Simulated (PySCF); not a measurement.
SMILES CCOP1(=O)OCCO1, C4H9O4P

Molfile (atoms numbered from 1):
```
C4H9O4P
     RDKit          3D

 18 18  0  0  0  0  0  0  0  0999 V2000
    2.3523   -0.9717   -0.0264 C   0  0  0  0  0  0  0  0  0  0  0  0
    2.0762    0.4861   -0.3471 C   0  0  0  0  0  0  0  0  0  0  0  0
    0.6865    0.7138   -0.5461 O   0  0  0  0  0  0  0  0  0  0  0  0
   -0.2509    0.6896    0.7567 P   0  0  0  0  0  5  0  0  0  0  0  0
    0.4004    1.0733    1.9938 O   0  0  0  0  0  0  0  0  0  0  0  0
   -0.9764   -0.7620    0.7352 O   0  0  0  0  0  0  0  0  0  0  0  0
   -2.1611   -0.7413   -0.0265 C   0  0  0  0  0  0  0  0  0  0  0  0
   -2.3507    0.7068   -0.5371 C   0  0  0  0  0  0  0  0  0  0  0  0
   -1.5274    1.5269    0.2615 O   0  0  0  0  0  0  0  0  0  0  0  0
    2.0068   -1.6106   -0.8358 H   0  0  0  0  0  0  0  0  0  0  0  0
    1.8194   -1.2398    0.8841 H   0  0  0  0  0  0  0  0  0  0  0  0
    3.4180   -1.1254    0.1208 H   0  0  0  0  0  0  0  0  0  0  0  0
    2.5558    0.7916   -1.2808 H   0  0  0  0  0  0  0  0  0  0  0  0
    2.4251    1.1207    0.4723 H   0  0  0  0  0  0  0  0  0  0  0  0
   -2.9868   -1.0457    0.6245 H   0  0  0  0  0  0  0  0  0  0  0  0
   -2.0733   -1.4464   -0.8574 H   0  0  0  0  0  0  0  0  0  0  0  0
   -3.3795    1.0537   -0.4262 H   0  0  0  0  0  0  0  0  0  0  0  0
   -2.0432    0.7867   -1.5839 H   0  0  0  0  0  0  0  0  0  0  0  0
  1  2  1  0
  2  3  1  0
  3  4  1  0
  4  5  2  0
  4  6  1  0
  6  7  1  0
  7  8  1  0
  8  9  1  0
  9  4  1  0
  1 10  1  0
  1 11  1  0
  1 12  1  0
  2 13  1  0
  2 14  1  0
  7 15  1  0
  7 16  1  0
  8 17  1  0
  8 18  1  0
M  END
```

Method: GIAO revPBE/cc-pVDZ magnetisability, rotational g tensor and spin-rotation constants, non-relativistic, gas phase (PySCF). Geometry: GFN2-xTB.

(1) What are the magnetisability and the molar susceptibility?

(2) Split it along the inertial axes a, b, c into diamagnetic and paramagnetic parts about the centre of mass, with the quadrupole moment.

(3) And the rotational g tensor?

Answers

(1) Isotropic -1381 × 10⁻³⁰ J/T², or -83.2 × 10⁻⁶ cm³/mol; principal values -1438, -1358, -1348 × 10⁻³⁰ J/T², anisotropy 85 × 10⁻³⁰ J/T² (root of half the summed squared differences of the principal values). The susceptibility is in cgs units.

(2) 
```
axis  χ (10⁻⁶ cm³/mol)  diamagnetic (10⁻⁶ cm³/mol)  paramagnetic (10⁻⁶ cm³/mol)  summed x² of all electrons (Å²)  quadrupole Θ (D Å)
   a             -86.3                      -582.1                        495.8                            222.1              +13.93
   b             -81.9                     -1189.4                       1107.5                             78.9               -7.42
   c             -81.4                     -1277.0                       1195.7                             58.3               -6.51
```
Anisotropies 2χaa − χbb − χcc = -9.3 and 2χbb − χaa − χcc = +3.9 × 10⁻⁶ cm³/mol. Θ is traceless in Buckingham's convention.

(3) 
| axis | rotational constant (GHz) | g | nuclear part | electronic part |
| --- | --- | --- | --- | --- |
| a | 2.5477 | -0.0287 | 0.5647 | -0.5934 |
| b | 1.1400 | -0.0085 | 0.5847 | -0.5932 |
| c | 1.0525 | -0.0083 | 0.5829 | -0.5912 |

Asymmetric top; isotopes 12C, 1H, 16O, 31P; no vibrational averaging.
